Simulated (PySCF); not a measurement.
**Calculated NMR data**

How the numbers were obtained: GFN2-xTB structure, GIAO PBE0/pcSseg-1 shieldings, in PySCF 2.14 (one averaged value for each set of equivalent atoms, a single conformation, isolated molecule, non-relativistic Hamiltonian).

δ = σ(ref) − σ, references computed at the same level: 1H, 13C against TMS. Splittings of carbon signals by F and P are missing where no couplings were computed. Where no couplings were computed, multiplicities follow the n + 1 count of equivalent neighbours, and m marks all less simple cases (inequivalent or close neighbours, rings, F or P nearby). Shifts are as computed. Against solution values, carbons near 30 ppm lie about +3 ppm off and those near 130 ppm about +5 ppm. Of 1211 compounds with measured shifts, 218 miss one by over three times the rms of a fit or turn the order of signals round; such compounds aren't used in these exercises.

**1.** `InChI=1S/C6H11NOSi/c1-9-6-2-4-8-5-3-7/h2,4H,5-6,9H2,1H3/b4-2+`. 1H NMR (400 MHz, computed): δ 6.57 (d, 1H), 4.39 (m, 1H), 4.21 (s, 2H), 4.12 (m, 2H), 1.54 (m, 2H), 0.10 (t, 3H). 13C{1H} NMR (computed): δ 152.3, 119.6, 103.2, 53.5, 15.5, -9.7.

**2.** `C=CP1CC[SiH]([SiH3])CC1`, C6H15PSi2. 1H NMR (400 MHz, computed): δ 6.63 (m, 1H), 6.12 (m, 1H), 5.76 (m, 1H), 4.23 (m, 1H), 3.43 (d, 3H), 2.05 (m, 2H), 1.73 (m, 2H), 1.40 (m, 2H), 1.23 (m, 2H). 13C{1H} NMR (computed): δ 152.6, 134.4, 32.8, 10.6.
